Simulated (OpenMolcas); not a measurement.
# Co2+: ligand-field states by method

Co2+ with its 8 nearest fluoride ions at 2.264 Å, on the Ca site of CaF2 (a = 5.46294 Å, distance in the model lattice 2.366 Å). The rest of the host is ab initio model potentials to 7.6 Å and point charges beyond; the distance is set by hand and nothing relaxes. Ligand basis ANO-RCC-VDZP.

- Program: OpenMolcas
- Basis: ANO-RCC-VDZP [5s4p2d1f]
- Scalar Hamiltonian: DKH2, point nucleus
- Active space: 7 electrons in 5 orbitals (3d)
- State averaging: 2S+1 = 4 even, 10 roots; 2S+1 = 2 even, 40 roots
- Spin-orbit coupling: state interaction with AMFI integrals over the reference wave functions

I. CASSCF
II. SS-CASPT2, IPEA 0.25 Eh, imaginary shift 0.1 Eh (closed shells correlated: 3s 3p and the ligand valence shells)

Spin-free states (labels of O, the rotations of Oh) in cm-1, each column counted from its own energy of the first state listed:

```
State  Degeneracy      I     II
  4A2           1      0      0
  4T2           3   3234   3110
  4T1           3   5742   7000
   2E           2  20595  17880
  2T1           3  21083  18410
  2A1           1  21800  19330
  4T1           3  22362  20100
  2T2           3  22503  20210
  2T1           3  26860  23380
  2T2           3  27218  24310
   2E           2  28771  26110
  2T1           3  29261  25880
  2T1           3  29828  28630
  2T2           3  31147  28150
   2E           2  32800  32470
  2A2           1  46040  40380
  2T2           3  46402  40950
  2T1           3  47059  41960
   2E           2  70811  61710
  2T2           3  71141  62920
```

From I to II, I's first state of the same spin (4T2) moves from 3234 to 3110 cm-1, by about -120 cm-1.

From I to II, I's first state of another spin (2E) moves from 20595 to 17880 cm-1, by about -2700 cm-1.

χT at 300 K: I 2.85, II 2.87 cm3 K/mol.

Roots that are degenerate in the reference are averaged as groups; the widest CASPT2 spread within a group is 350 cm-1 (the 3-fold group of multiplicity 4 near 7000 cm-1 above the lowest state of its run, II). Shifts and gaps below about the spread of the groups concerned are not significant. Over all roots computed the reference weight is 0.69 to 0.70 in II; a low but even weight reflects the number of correlated electrons. Ligand-to-metal charge-transfer states are missing. Without dynamic correlation the repulsion within the d shell is too large (B by tens of per cent), so at a given field states of lower spin stand too high (holds for I). With no ligand orbital active B as a rule stays too high, so bands that hang on it stand too high and its fall with covalency is understated (holds for I). With metal d orbitals alone and no dynamic correlation 10Dq can be off by a tenth to a fifth, either way, in oxide and fluoride hosts (holds for I). A single d shell leaves out the double-shell effect, which counts most for late 3d ions, where the CASPT2 field can be off either way by tens of per cent (holds for II). These CASPT2 states fit no ligand-field parameters well, so their order and spin gaps are uncertain (holds for II). For late 3d ions with one d shell CASPT2 can put B and the spin-flip bands somewhat low as well as high (holds for II). With one d shell and no ligand orbital active, 10Dq can be off by tens of per cent for divalent 3d ions, low with halides held by bare charges and at times high in hosts, and the orbital part of g and χT goes as 1/10Dq (holds for II). Free-ion shares, where given, are those of the reference states; single-state CASPT2 does not remix them (holds for II). No measured value stands beside these numbers; the geometry was set by hand and not optimised.
